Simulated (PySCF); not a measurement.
Molecular orbitals of BSb⁺

PBE0 at R = 2.185 Å; B def2-SVPD, Sb def2-SVPD with ECP28; scalar-relativistic core potentials (PySCF 2.14). State: doublet, unpaired electrons σ ↑, a mixture of terms (⟨Lz²⟩ = 2.0), a second solution, started from another occupation. Only the outer orbitals are listed, counted within each symmetry, core potentials removing the inner ones.

| spin | orbital | occ. | ε (eV) | on B (%) | main shells (%) |
| --- | --- | --- | --- | --- | --- |
| α | 5σ | 1 | -22.63 | 24 | 72 Sb s, 19 B s |
| α | 6σ | 1 | -17.43 | 59 | 58 B s, 22 Sb s, 18 Sb p |
| α | 7σ | 1 | -13.61 | 63 | 51 B p, 33 Sb p, 12 B s |
| α | 3π | 1 | -12.63 | 41 | 58 Sb p, 39 B p |
| α | 3π | 0 | -11.37 | 29 | 70 Sb p, 27 B p |
| α | 4π | 0 | -8.29 | 58 | 58 B p, 39 Sb p |
| α | 4π | 0 | -8.23 | 69 | 69 B p, 28 Sb p |
| β | 5σ | 1 | -22.36 | 23 | 74 Sb s, 16 B s |
| β | 6σ | 1 | -16.37 | 49 | 47 B s, 28 Sb p, 22 Sb s |
| β | 3π | 1 | -12.53 | 21 | 78 Sb p, 19 B p |
| β | 3π | 0 | -11.23 | 22 | 78 Sb p, 20 B p |
| β | 7σ | 0 | -9.34 | 71 | 45 B s, 32 Sb p, 25 B p |
| β | 4π | 0 | -7.61 | 73 | 75 B p, 22 Sb p |

Q: Which are the highest filled and the lowest empty level, where do they sit, and how wide is the gap?

A: Highest filled β 3π at -12.53 eV (in %: 78 Sb p, 19 B p); lowest empty α 3π at -11.37 eV (in %: 70 Sb p, 27 B p); the gap at PBE0 is 1.16 eV. Both belong to one degenerate shell, split only by its one-sided filling, so this is no excitation gap.

| Property | Result |
| --- | --- |
| bond order (Mayer) | 1.75 |
| ⟨S²⟩ | 0.796 |
| charge on B (Mulliken, basis-dependent) | 0.20 |
| charge on B (Löwdin, basis-dependent) | 0.01 |
| dipole moment (positive dipole points towards Sb; it is taken about the centre of mass and depends on that origin) | -1.85 D |

Spin–orbit coupling is left out.
